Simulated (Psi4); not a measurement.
FK (SMILES [F][K]), singlet, geometry from GFN2-xTB (such geometries of metal compounds can be far from the true shape); B3LYP/6-31G* in Psi4.

The Psi4 input:
```
memory 2 GB

molecule mol {
0 1
K    -0.000000   -0.000000   -0.649928
F     0.000000    0.000000    1.372071
}

set {
  basis 6-31g*
  reference rks
}

energy('b3lyp')
print_variables()
```

The log (banner, timings and long lists left out):

```
   => Loading Basis Set <=

    Name: 6-31G*
    Role: ORBITAL
    Keyword: BASIS

         ---------------------------------------------------------
                                   SCF
               by Justin Turney, Rob Parrish, Andy Simmonett
                          and Daniel G. A. Smith
                              RKS Reference
         ---------------------------------------------------------

  ==> Geometry <==

    Molecular point group: c2v
    Full point group: C_inf_v

    Geometry (in Angstrom), charge = 0, multiplicity = 1:

       Center              X                  Y                   Z               Mass
    ------------   -----------------  -----------------  -----------------  -----------------
         K            0.000000000000     0.000000000000    -0.662756280425    38.963706486400
         F            0.000000000000     0.000000000000     1.359242719575    18.998403162730

  Running in c2v symmetry.

  Rotational constants: A = ************  B =      0.32285  C =      0.32285 [cm^-1]
  Rotational constants: A = ************  B =   9678.81409  C =   9678.81409 [MHz]
  Nuclear repulsion =   44.752397515809847

  Charge       = 0
  Multiplicity = 1
  Electrons    = 28
  Nalpha       = 14
  Nbeta        = 14

  ==> Algorithm <==

  SCF Algorithm Type is DF.
  DIIS enabled.
  MOM disabled.
  Fractional occupation disabled.
  Guess Type is SAD.
  Energy threshold   = 1.00e-06
  Density threshold  = 1.00e-06
  Integral threshold = 1.00e-12

  ==> Primary Basis <==

  Basis Set: 6-31G*
    Blend: 6-31G*
    Number of shells: 16
    Number of basis functions: 38
    Number of Cartesian functions: 38
    Spherical Harmonics?: false
    Max angular momentum: 2

  ==> DFT Potential <==

   => LibXC <=

    Version 7.1.2
    S. Lehtola, C. Steigemann, M. J. T. Oliveira, and M. A. L. Marques,  SoftwareX 7, 1–5 (2018) (10.1016/j.softx.2017.11.002)

   => Composite Functional: B3LYP <=

    B3LYP Hyb-GGA Exchange-Correlation Functional

    P. J. Stephens, F. J. Devlin, C. F. Chabalowski, and M. J. Frisch,  J. Phys. Chem. 98, 11623 (1994) (10.1021/j100096a001)

    Deriv               =              1
    GGA                 =           TRUE
    Meta                =          FALSE

    Exchange Hybrid     =           TRUE
    MP2 Hybrid          =          FALSE

   => Exchange Functionals <=

    0.0800   Slater exchange
    0.7200         Becke 88

   => Exact (HF) Exchange <=

    0.2000               HF

   => Correlation Functionals <=

    0.1900   Vosko, Wilk & Nusair (VWN5_RPA)
    0.8100   Lee, Yang & Parr

   => LibXC Density Thresholds  <==

    XC_HYB_GGA_XC_B3LYP:  1.00E-15

   => Molecular Quadrature <=

    Radial Scheme          =       TREUTLER
    Pruning Scheme         =           NONE
    Nuclear Scheme         =       TREUTLER

    Blocking Scheme        =         OCTREE
    BS radius alpha        =              1
    Pruning alpha          =              1
    Radial Points          =             75
    Spherical Points       =            302
    Total Points           =          43476
    Total Blocks           =            422
    Max Points             =            255
    Max Functions          =             38
    Weights Tolerance      =       1.00E-15

   => Loading Basis Set <=

    Name: (6-31G* AUX)
    Role: JKFIT
    Keyword: DF_BASIS_SCF

  ==> Integral Setup <==

  SCF_SUBTYPE=INCORE selected. In-core MEM_DF algorithm will be used.
  Using in-core AOs.

  ==> MemDFJK: Density-Fitted J/K Matrices <==

    J tasked:                   Yes
    K tasked:                   Yes
    wK tasked:                   No
    Algorithm:                 Core
    Schwarz Cutoff:           1E-12
    Mask sparsity (%):       0.6925
    Fitting Condition:        1E-10

   => Auxiliary Basis Set <=

  Basis Set: (6-31G* AUX)
    Blend: CC-PVDZ-JKFIT + DEF2-UNIVERSAL-JKFIT
    Number of shells: 68
    Number of basis functions: 284
    Number of Cartesian functions: 284
    Spherical Harmonics?: false
    Max angular momentum: 4

  Minimum eigenvalue in the overlap matrix is 1.2213562093E-02.
  Reciprocal condition number of the overlap matrix is 2.9889299815E-03.
    Using symmetric orthogonalization.

  ==> Pre-Iterations <==

  SCF Guess: Superposition of Atomic Densities via on-the-fly atomic UHF (no occupation information).

   -------------------------
    Irrep   Nso     Nmo
   -------------------------
     A1        20      20
     A2         2       2
     B1         8       8
     B2         8       8
   -------------------------
    Total      38      38
   -------------------------

  ==> Iterations <==

                           Total Energy        Delta E     RMS |[F,P]|

   @DF-RKS iter SAD:  -699.30327508390781   -6.99303e+02   0.00000e+00
   @DF-RKS iter   1:  -699.60159097840460   -2.98316e-01   2.78990e-02 DIIS/ADIIS
   @DF-RKS iter   2:  -689.72365797708642    9.87793e+00   1.19407e-01 ADIIS
   @DF-RKS iter   3:  -698.86500009439317   -9.14134e+00   6.46416e-02 DIIS/ADIIS
   @DF-RKS iter   4:  -699.73104471092324   -8.66045e-01   1.13136e-02 DIIS/ADIIS
   @DF-RKS iter   5:  -699.75119047010151   -2.01458e-02   5.03366e-04 DIIS/ADIIS
   @DF-RKS iter   6:  -699.75124023586534   -4.97658e-05   8.99749e-05 DIIS
   @DF-RKS iter   7:  -699.75124191116947   -1.67530e-06   2.21153e-05 DIIS
   @DF-RKS iter   8:  -699.75124201951814   -1.08349e-07   6.25840e-06 DIIS
   @DF-RKS iter   9:  -699.75124202911593   -9.59778e-09   6.81949e-07 DIIS
  Energy and wave function converged.

  ==> Post-Iterations <==

   Electrons on quadrature grid:
      Ntotal   =   27.9999724421 ; deviation = -2.756e-05

    Orbital Energies [Eh]
    ---------------------

    Doubly Occupied:

       1A1  -129.735385     2A1   -24.453347     3A1   -13.173092
       1B1   -10.514816     1B2   -10.514816     4A1   -10.513728
       5A1    -1.346856     6A1    -0.926519     2B1    -0.715754
       2B2    -0.715754     7A1    -0.692305     3B1    -0.196854
       3B2    -0.196854     8A1    -0.189479

    Virtual:

       9A1    -0.047479     4B2     0.004972     4B1     0.004972
      10A1     0.023904    11A1     0.048930     5B2     0.074620
       5B1     0.074620    12A1     0.103144    13A1     0.269710
       1A2     0.269711     6B2     0.312814     6B1     0.312814
      14A1     0.345803    15A1     0.405858    16A1     1.319906
       7B1     1.412883     7B2     1.412883    17A1     1.534066
      18A1     2.029301     2A2     2.029308     8B2     2.062584
       8B1     2.062584    19A1     2.065250    20A1     3.872073

    Final Occupation by Irrep:
             A1    A2    B1    B2
    DOCC [     8,    0,    3,    3 ]
    NA   [     8,    0,    3,    3 ]
    NB   [     8,    0,    3,    3 ]

  @DF-RKS Final Energy:  -699.75124202911593

   => Energetics <=

    Nuclear Repulsion Energy =             44.7523975158098466
    One-Electron Energy =               -1055.9613933834370982
    Two-Electron Energy =                 346.9950943690033114
    DFT Exchange-Correlation Energy =     -35.5373405304920027
    Empirical Dispersion Energy =           0.0000000000000000
    VV10 Nonlocal Energy =                  0.0000000000000000
    Total Energy =                       -699.7512420291159287

Computation Completed

Properties will be evaluated at   0.000000,   0.000000,   0.000000 [a0]

Properties computed using the SCF density matrix

 Multipole Moments:

 ------------------------------------------------------------------------------------
     Multipole            Electronic (a.u.)      Nuclear  (a.u.)        Total (a.u.)
 ------------------------------------------------------------------------------------

 L = 1.  Multiply by 2.5417464519 to convert [e a0] to [Debye]
 Dipole X            :          0.0000000            0.0000000            0.0000000
 Dipole Y            :          0.0000000            0.0000000            0.0000000
 Dipole Z            :         -2.0003434           -0.6787610           -2.6791044
 Magnitude           :                                                    2.6791044

 ------------------------------------------------------------------------------------

  Variable Map:
  ----------------------------------------------------------------------------
  "CURRENT ENERGY"              =>    -699.751242029116
  "CURRENT REFERENCE ENERGY"    =>    -699.751242029116
  "DD SOLVATION ENERGY"         =>       0.000000000000
  "DFT FUNCTIONAL TOTAL ENERGY" =>    -699.751242029116
  "DFT TOTAL ENERGY"            =>    -699.751242029116
  "DFT VV10 ENERGY"             =>       0.000000000000
  "DFT XC ENERGY"               =>     -35.537340530492
  "GRID ELECTRONS ALPHA"        =>      13.999986221069
  "GRID ELECTRONS BETA"         =>      13.999986221069
  "GRID ELECTRONS TOTAL"        =>      27.999972442138
  "NUCLEAR REPULSION ENERGY"    =>      44.752397515810
  "ONE-ELECTRON ENERGY"         =>   -1055.961393383437
  "PCM POLARIZATION ENERGY"     =>       0.000000000000
  "PE ENERGY"                   =>       0.000000000000
  "SCF ITERATION ENERGY"        =>    -699.751242029116
  "SCF ITERATIONS"              =>       9.000000000000
  "SCF TOTAL ENERGY"            =>    -699.751242029116
  "TWO-ELECTRON ENERGY"         =>     346.995094369003
  "XC GRID RADIAL POINTS"       =>      75.000000000000
  "XC GRID SPHERICAL POINTS"    =>     302.000000000000
  "XC GRID TOTAL POINTS"        =>   43476.000000000000

  Array Variable Map:
  ----------------------------------------------------------------------------
  "CURRENT DIPOLE"              =>       0.000000000000 ... -2.679104406540 1 by 3
  "SCF DIPOLE"                  =>       0.000000000000 ... -2.679104406540 1 by 3
  "SCF TOTAL ENERGIES"          =>    -699.303275083908 ... -699.751242029116 1 by 10
```
